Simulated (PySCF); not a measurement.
All values below come from B3LYP-D3(BJ)/def2-TZVP // r2SCAN-D4/def2-SVP run with PySCF 2.14.0. Gas-phase values, no solvent. One relaxed conformer stands for a flexible species; it need not be the lowest. B3LYP has the VWN-RPA correlation part, as in Gaussian. 

Reference species: [Y(Cl)3] (neutral, multiplicity 1).

* **mean distance from the central atom to its bonded neighbours**: 2.443 Å
* **LUMO**: -3.28 eV
* **HOMO–LUMO gap**: 5.55 eV

Changed species: [Y(Cl)(OH)2] (2 of 3 Cl replaced by OH; the reference has 0 of 3 Cl replaced by OH).

Give the shifts of the mean distance from the central atom to its bonded neighbours, LUMO and HOMO–LUMO gap.

the mean distance from the central atom to its bonded neighbours falls by 0.270 Å, to 2.173 Å; the LUMO rises by 1.06 eV, to -2.22 eV; the HOMO–LUMO gap goes up by 0.18 eV, to 5.73 eV.
